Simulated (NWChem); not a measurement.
System: C2H6AlN; SMILES C=[CH][AlH][NH2]

Input file for NWChem:

```
start job
memory heap 200 mb stack 900 mb global 1100 mb
geometry units angstroms noautoz
  Al    -0.490321     0.538136     0.000000
  H     -2.078368     0.542198     0.000000
  C      0.520657    -1.127223     0.000000
  C     -0.104200    -2.317392     0.000000
  H      1.613787    -1.155747     0.000000
  H      0.428748    -3.269978     0.000000
  H     -1.191528    -2.402157     0.000000
  N      0.344397     2.114608     0.000000
  H     -0.130259     3.009323     0.000000
  H      1.347683     2.252231     0.000000
end
basis spherical
  Al library def2-svp
  H library def2-svp
  C library def2-svp
  N library def2-svp
end
dft
  xc mn15
  grid xfine
  iterations 150
  mulliken
end
task dft gradient
```

Excerpt of the output:

```
             Northwest Computational Chemistry Package (NWChem) 7.3.0
             --------------------------------------------------------

 CS  symmetry detected

                             Geometry "geometry" -> ""
                             -------------------------

 Output coordinates in angstroms (scale by  1.889725989 to convert to a.u.)

  No.       Tag          Charge          X              Y              Z
 ---- ---------------- ---------- -------------- -------------- --------------
    1 Al                  13.0000    -0.45197754     0.53495157     0.00000000
    2 H                    1.0000    -2.04002745     0.53764404     0.00000000
    3 C                    6.0000     0.56043629    -1.12953494     0.00000000
    4 C                    6.0000    -0.06339408    -2.32024238     0.00000000
    5 H                    1.0000     1.65359048    -1.15711622     0.00000000
    6 H                    1.0000     0.47037523    -3.27236841     0.00000000
    7 H                    1.0000    -1.15064857    -2.40594505     0.00000000
    8 N                    7.0000     0.38138061     2.11214285     0.00000000
    9 H                    1.0000    -0.09404682     3.00644817     0.00000000
   10 H                    1.0000     1.38454755     2.25063103     0.00000000

 Effective nuclear repulsion energy (a.u.)     136.4952115480

      Symmetry information
      --------------------

 Group name             Cs
 Group number              2
 Group order               2
 No. of unique centers    10

                                 NWChem DFT Module
                                 -----------------

 Summary of "ao basis" -> "ao basis" (spherical)
 ------------------------------------------------------------------------------
       Tag                 Description            Shells   Functions and Types
 ---------------- ------------------------------  ------  ---------------------
 Al                         def2-svp                 8       18   4s3p1d
 H                          def2-svp                 3        5   2s1p
 C                          def2-svp                 6       14   3s2p1d
 N                          def2-svp                 6       14   3s2p1d

      Symmetry analysis of basis
      --------------------------

        a'         67
        a"         23

            General Information
            -------------------
          SCF calculation type: DFT
          Wavefunction type:  closed shell.
          No. of atoms     :    10
          No. of electrons :    38
           Alpha electrons :    19
            Beta electrons :    19
          Charge           :     0
          Spin multiplicity:     1
          Use of symmetry is: on ; symmetry adaption is: on
          Maximum number of iterations: 150
          AO basis - number of functions:    90
                     number of shells:    44
          Convergence on energy requested:  1.00D-06
          Convergence on density requested:  1.00D-05
          Convergence on gradient requested:  5.00D-04

              XC Information
              --------------
                         MN15 Method XC Functional
                     Hartree-Fock (Exact) Exchange  0.440
                          MN15 Exchange Functional  1.000
                        MN15 Correlation Potential  1.000

             Grid Information
             ----------------
          Grid used for XC integration:  xfine
          Radial quadrature: Mura-Knowles
          Angular quadrature: Lebedev.
          Tag              B.-S. Rad. Rad. Pts. Rad. Cut. Ang. Pts.
          ---              ---------- --------- --------- ---------
          Al                  1.25      125          11.0      1454
          H                   0.35      100          15.0      1202
          C                   0.70      100          13.0      1454
          N                   0.65      100          13.0      1454
          Grid pruning is: on
          Number of quadrature shells:  1025
          Spatial weights used:  Erf1

      Superposition of Atomic Density Guess
      -------------------------------------

 Sum of atomic energies:        -374.28089391

      Non-variational initial energy
      ------------------------------

 Total energy =    -376.090137
 1-e energy   =    -784.380162
 2-e energy   =     271.794813
 HOMO         =      -0.330864
 LUMO         =      -0.036332

      Symmetry analysis of molecular orbitals - initial
      -------------------------------------------------

  Numbering of irreducible representations:

     1 a'          2 a"

  Orbital symmetries:

     1 a'          2 a'          3 a'          4 a'          5 a'
     6 a'          7 a'          8 a"          9 a'         10 a'
    11 a'         12 a'         13 a'         14 a'         15 a'
    16 a'         17 a"         18 a"         19 a'         20 a"
    21 a'         22 a"         23 a'         24 a'         25 a'
    26 a'         27 a'         28 a'         29 a'

     ---------------------------------------------
      Total Density - Mulliken Population Analysis
     ---------------------------------------------

    Atom       Charge   Shell Charges
 -----------   ------   -------------------------------------------------------
    1 Al  13    12.07   2.00  1.99  0.86  0.15  5.93  0.62  0.35  0.16
    2 H    1     1.19   0.70  0.49  0.01
    3 C    6     6.52   1.99  1.00  0.35  2.02  1.13  0.02
    4 C    6     6.10   1.99  0.96  0.28  1.91  0.94  0.03
    5 H    1     0.89   0.67  0.20  0.03
    6 H    1     0.90   0.67  0.20  0.02
    7 H    1     0.90   0.68  0.20  0.02
    8 N    7     7.91   1.99  1.04  0.46  2.65  1.77  0.00
    9 H    1     0.75   0.59  0.12  0.05
   10 H    1     0.75   0.59  0.12  0.05

   convergence    iter        energy       DeltaE   RMS-Dens  Diis-err
 ---------------- ----- ----------------- --------- --------- ---------
 d= 0,ls=0.0,diis     1   -376.4569172455 -5.13D+02  9.74D-03  6.60D-01
 d= 0,ls=0.0,diis     2   -376.4685936806 -1.17D-02  5.20D-03  4.53D-01
 d= 0,ls=0.0,diis     3   -376.5136580798 -4.51D-02  1.49D-03  6.63D-02
 d= 0,ls=0.0,diis     4   -376.5211906338 -7.53D-03  2.52D-04  7.14D-04
 d= 0,ls=0.0,diis     5   -376.5212752449 -8.46D-05  9.25D-05  1.03D-04
  Resetting Diis
 d= 0,ls=0.0,diis     6   -376.5212889749 -1.37D-05  3.30D-05  1.11D-05
 d= 0,ls=0.0,diis     7   -376.5212903187 -1.34D-06  2.17D-05  1.98D-06
 d= 0,ls=0.0,diis     8   -376.5212900891  2.30D-07  1.27D-05  3.87D-06
 d= 0,ls=0.0,diis     9   -376.5212905878 -4.99D-07  1.45D-06  2.22D-08

         Total DFT energy =     -376.521290587849
      One electron energy =     -788.680465113989
           Coulomb energy =      313.961991183264
    Exchange-Corr. energy =      -38.298028205128
 Nuclear repulsion energy =      136.495211548004

 Numeric. integr. density =       38.000000007695

                  Occupations of the irreducible representations
                  ----------------------------------------------

                     irrep           alpha         beta
                     --------     --------     --------
                     a'               16.0         16.0
                     a"                3.0          3.0

                       DFT Final Molecular Orbital Analysis
                       ------------------------------------

 Vector   17  Occ=2.000000D+00  E=-3.164217D-01  Symmetry=a"
              MO Center=  2.3D-01, -9.3D-01,  3.2D-14, r^2= 3.5D+00
   Bfn.  Coefficient  Atom+Function         Bfn.  Coefficient  Atom+Function
  ----- ------------  ---------------      ----- ------------  ---------------
    29      0.352577   3 C  pz               43      0.349433   4 C  pz
    32      0.233782   3 C  pz               46      0.228866   4 C  pz
    72     -0.227905   8 N  pz               75      0.181528   8 N  pz
    13      0.129074   1 Al pz               10      0.098219   1 Al pz
     7     -0.064096   1 Al pz

 Vector   18  Occ=2.000000D+00  E=-3.132853D-01  Symmetry=a'
              MO Center= -3.2D-01, -5.8D-01, -3.1D-14, r^2= 3.5D+00
   Bfn.  Coefficient  Atom+Function         Bfn.  Coefficient  Atom+Function
  ----- ------------  ---------------      ----- ------------  ---------------
    28     -0.294567   3 C  py               19      0.268681   2 H  s
    27      0.237838   3 C  px               26     -0.197319   3 C  s
    52      0.193787   5 H  s                 8     -0.183152   1 Al px
    20      0.172819   2 H  s                57     -0.171869   6 H  s
    53      0.154108   5 H  s                 9      0.142310   1 Al py

 Vector   19  Occ=2.000000D+00  E=-2.925758D-01  Symmetry=a"
              MO Center=  3.1D-01,  1.2D+00, -1.9D-14, r^2= 3.5D+00
   Bfn.  Coefficient  Atom+Function         Bfn.  Coefficient  Atom+Function
  ----- ------------  ---------------      ----- ------------  ---------------
    72      0.504361   8 N  pz               75     -0.424913   8 N  pz
    43      0.197547   4 C  pz               29      0.174961   3 C  pz
    46      0.142612   4 C  pz               32      0.135823   3 C  pz
    13     -0.116013   1 Al pz               10     -0.078391   1 Al pz
    15     -0.058072   1 Al d -1              7      0.049565   1 Al pz

 Vector   20  Occ=0.000000D+00  E=-1.005420D-02  Symmetry=a"
              MO Center= -1.9D-01, -4.0D-01,  1.4D-14, r^2= 4.6D+00
   Bfn.  Coefficient  Atom+Function         Bfn.  Coefficient  Atom+Function
  ----- ------------  ---------------      ----- ------------  ---------------
    13      0.582617   1 Al pz               46     -0.406661   4 C  pz
    43     -0.332186   4 C  pz               10      0.273056   1 Al pz
    32      0.236469   3 C  pz               75     -0.231768   8 N  pz
    72      0.191995   8 N  pz               29      0.155387   3 C  pz
     7     -0.148109   1 Al pz               15     -0.046323   1 Al d -1

 Vector   21  Occ=0.000000D+00  E= 6.107566D-02  Symmetry=a'
              MO Center= -6.2D-02,  9.7D-01,  1.4D-13, r^2= 5.5D+00
   Bfn.  Coefficient  Atom+Function         Bfn.  Coefficient  Atom+Function
  ----- ------------  ---------------      ----- ------------  ---------------
     4      1.646968   1 Al s                69     -0.747643   8 N  s
    20     -0.609750   2 H  s                26     -0.446561   3 C  s
    31     -0.249875   3 C  py               68     -0.196645   8 N  s
    82      0.192426   9 H  s                87      0.192302  10 H  s
    19     -0.180002   2 H  s                25     -0.161761   3 C  s

 Vector   22  Occ=0.000000D+00  E= 6.795384D-02  Symmetry=a"
              MO Center= -1.3D-01, -7.1D-01,  1.6D-15, r^2= 4.5D+00
   Bfn.  Coefficient  Atom+Function         Bfn.  Coefficient  Atom+Function
  ----- ------------  ---------------      ----- ------------  ---------------
    13      0.654787   1 Al pz               32     -0.653592   3 C  pz
    46      0.497156   4 C  pz               29     -0.402676   3 C  pz
    43      0.268451   4 C  pz               75     -0.181783   8 N  pz
    10      0.160459   1 Al pz               72      0.133567   8 N  pz
     7     -0.089388   1 Al pz               17      0.085650   1 Al d  1

     ---------------------------------------------
      Total Density - Mulliken Population Analysis
     ---------------------------------------------

    Atom       Charge   Shell Charges
 -----------   ------   -------------------------------------------------------
    1 Al  13    12.42   2.00  1.97  0.81  0.15  5.93  0.84  0.53  0.19
    2 H    1     1.16   0.75  0.40  0.01
    3 C    6     6.27   1.98  0.89  0.34  2.06  0.98  0.02
    4 C    6     6.02   1.98  0.88  0.24  2.05  0.83  0.03
    5 H    1     0.99   0.75  0.21  0.02
    6 H    1     0.98   0.75  0.21  0.02
    7 H    1     0.97   0.75  0.20  0.02
    8 N    7     7.43   1.98  0.95  0.47  2.48  1.54  0.01
    9 H    1     0.88   0.71  0.12  0.04
   10 H    1     0.88   0.71  0.12  0.04

     -------------------------------------------
      Total Density - Lowdin Population Analysis
     -------------------------------------------

    Atom       Charge   Shell Charges
 -----------   ------   -------------------------------------------------------
    1 Al  13    12.55   2.00  1.93  0.54  0.28  5.82  0.97  0.69  0.32
    2 H    1     1.16   0.65  0.50  0.01
    3 C    6     6.24   1.97  0.62  0.36  1.87  1.36  0.06
    4 C    6     6.02   1.96  0.59  0.32  1.84  1.23  0.07
    5 H    1     0.98   0.63  0.27  0.07
    6 H    1     0.98   0.64  0.27  0.07
    7 H    1     0.98   0.64  0.27  0.07
    8 N    7     7.22   1.97  0.69  0.45  2.27  1.83  0.02
    9 H    1     0.93   0.59  0.21  0.12
   10 H    1     0.94   0.59  0.22  0.12

     Multipole analysis of the density
     ---------------------------------

     L   x y z        total         alpha         beta         nuclear
     -   - - -        -----         -----         ----         -------
     0   0 0 0     -0.000000    -19.000000    -19.000000     38.000000

     1   1 0 0      0.430284      0.215142      0.215142     -0.000000
     1   0 1 0      0.284269      0.142134      0.142134     -0.000000
     1   0 0 1      0.000000      0.000000      0.000000      0.000000

     2   2 0 0    -24.607341    -40.782243    -40.782243     56.957145
     2   1 1 0      1.075239     -0.591098     -0.591098      2.257436
     2   1 0 1     -0.000000     -0.000000     -0.000000      0.000000
     2   0 2 0    -20.449339   -201.515055   -201.515055    382.580771
     2   0 1 1      0.000000      0.000000      0.000000      0.000000
     2   0 0 2    -24.463282    -12.231641    -12.231641      0.000000

            General Information
            -------------------
          SCF calculation type: DFT
          Wavefunction type:  closed shell.
          No. of atoms     :    10
          No. of electrons :    38
           Alpha electrons :    19
            Beta electrons :    19
          Charge           :     0
          Spin multiplicity:     1
          Use of symmetry is: on ; symmetry adaption is: on
          Maximum number of iterations: 150
          AO basis - number of functions:    90
                     number of shells:    44
          Convergence on energy requested:  1.00D-06
          Convergence on density requested:  1.00D-05
          Convergence on gradient requested:  5.00D-04

              XC Information
              --------------
                         MN15 Method XC Functional
                     Hartree-Fock (Exact) Exchange  0.440
                          MN15 Exchange Functional  1.000
                        MN15 Correlation Potential  1.000

[...]

                         DFT ENERGY GRADIENTS

    atom               coordinates                        gradient
                 x          y          z           x          y          z
   1 Al     -0.854114   1.010912   0.000000   -0.001139  -0.002844   0.000000
   2 H      -3.855093   1.016000   0.000000   -0.003179   0.000553   0.000000
   3 C       1.059071  -2.134512   0.000000    0.004353  -0.004102   0.000000
   4 C      -0.119797  -4.384622   0.000000   -0.001506  -0.002129   0.000000
   5 H       3.124833  -2.186633   0.000000   -0.004111   0.000371   0.000000
   6 H       0.888880  -6.183880   0.000000   -0.002491   0.003177   0.000000
   7 H      -2.174411  -4.546577   0.000000    0.005198  -0.000382   0.000000
   8 N       0.720705   3.991371   0.000000    0.005371   0.010022   0.000000
   9 H      -0.177723   5.681363   0.000000    0.001203  -0.003651   0.000000
  10 H       2.616415   4.253076   0.000000   -0.003698  -0.001015   0.000000
```

Level: MN15/def2-SVP. Coordinates come from a B3LYP/6-31G* (spherical d) optimisation.
